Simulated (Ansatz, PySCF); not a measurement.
Species: C$_{2}$H$_{2}$O, charge 0, singlet. C2H2O (SMILES C(#C)O).
B3LYP-D3(BJ)/def2-TZVP minimum from Ansatz (an electronic-structure program):
```xyz
5

C      1.3080    -0.1153    -0.1364
C      0.1216    -0.0059    -0.0156
O     -1.1689     0.1846     0.0722
H      2.3584    -0.2191    -0.2392
H     -1.5848    -0.5301     0.5735
```
Charge 0, spin multiplicity 1.

Total energies in hartree (Ansatz). UHF or UKS for unpaired electrons; spin-orbit terms are left out. Correlated methods leave the cores frozen. No relativity. For partners of very few electrons the exact lower level stands in for a higher one.

| species | HF/cc-pVTZ | CCSD(T)/cc-pVTZ | HF/cc-pVQZ | CCSD(T)/cc-pVQZ | CCSDT(Q)/cc-pVTZ |
|---|---|---|---|---|---|
| 1: C2H2O (SMILES C#CO) | -151.72785 | -152.30357 | -151.73904 | -152.34972 | -152.30516 |
| 2: C (triplet) | -37.69157 | -37.78076 | -37.69331 | -37.78654 | -37.78126 |
| 3: O (triplet) | -74.81176 | -74.97396 | -74.81729 | -74.99357 | -74.97430 |
| 4: H (doublet) | -0.49981 | -0.49981 | -0.49995 | -0.49995 | -0.49981 |

### Question
Work out the enthalpy of formation at 298 K (by atomisation, with ideal-gas terms from PySCF's Hessian at B3LYP-D3(BJ)/def2-TZVP and the atoms' measured values of the G2/97 table; no spin-orbit terms) in kcal/mol: take Hartree-Fock from cc-pVQZ, extrapolate the CCSD(T) correlation energy as X^-3 (X = 3, 4), and add CCSDT(Q) - CCSD(T) in cc-pVTZ. The further terms named in the bracket sum to +0.83097 hartree. 1 hartree = 627.51 kcal/mol.

### Answer

Species 1: correlation (64·(-0.61068) - 27·(-0.57572))/37 = -0.63619; step -0.00159; E1 = -151.73904 + (-0.63619) + (-0.00159) = -152.37682
Species 2: correlation (64·(-0.09323) - 27·(-0.08919))/37 = -0.09618; step -0.00050; E2 = -37.69331 + (-0.09618) + (-0.00050) = -37.78999
Species 3: correlation (64·(-0.17628) - 27·(-0.16220))/37 = -0.18655; step -0.00034; E3 = -74.81729 + (-0.18655) + (-0.00034) = -75.00418
Species 4: correlation (64·(0.00000) - 27·(0.00000))/37 = 0.00000; step +0.00000; E4 = -0.49995 + (0.00000) + (+0.00000) = -0.49995
+1·E1 -2·E2 -1·E3 -2·E4 +0.83097 = 0.03821 hartree = 24.0 kcal/mol. Measured: 22.2 kcal/mol, 92.7 kJ/mol (Active Thermochemical Tables 1.112 (ions: stationary electron), as tabulated in the package chemicals); atomic spin-orbit terms, which the calculations lack, would raise the computed values. The composite differs from it by +1.8 kcal/mol; core, relativistic and spin-orbit terms are not in it.
